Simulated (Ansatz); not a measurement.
Reaction (ligand exchange at a Zr–Cl bond): `[OH][Zr]([F])([Cl])[Cl]` + H₂Se → `[OH][Zr]([F])([Cl])[SeH]` + HCl

Computed with Ansatz on PBE0-D4/def2-TZVP structures; ΔE is electronic, products minus reactants. CCSD(T)/CBS adds triple-zeta CCSD(T) − MP2 to the extrapolated MP2 energy (def2 sets, frozen cores). This one scheme is used for every species. def2 core potentials past Kr. For Se, Zr outer-core shells are correlated without core-valence functions, which leaves a few kJ/mol of doubt a bond. Scalar relativity is left out up to krypton. Each species was taken in one conformer, which may not be the lowest.

```json
{"species": "`[OH][Zr]([F])([Cl])[Cl]`", "HF/def2-TZVPP energy (Eh)": "-1140.85689"}
{"species": "H₂Se", "HF/def2-TZVPP energy (Eh)": "-2401.00417"}
{"species": "`[OH][Zr]([F])([Cl])[SeH]`", "HF/def2-TZVPP energy (Eh)": "-3081.73417"}
{"species": "HCl", "HF/def2-TZVPP energy (Eh)": "-460.09908"}
```

Q: Work out ΔE.

A: ΔE = (-3081.73417) + (-460.09908) − (-1140.85689) − (-2401.00417) = 0.02781 Eh = +0.76 eV. CCSD(T)/CBS gives +0.59 eV.

Largest T1 diagnostic among the species: 0.016.

In def2-TZVPP, CCSD(T) changes the Hartree–Fock value by −0.17 eV (the triples alone add −0.03 eV) and MP2 by −0.20 eV. The D4 term adds −0.03 eV with B3LYP and −0.02 eV with PBE0; it sums over pairs of atoms, weighted by their polarisabilities, and B3LYP, whose exchange is more repulsive, gets the larger term.

B3LYP here is the variant with VWN-RPA as its local correlation; programs differ in this.
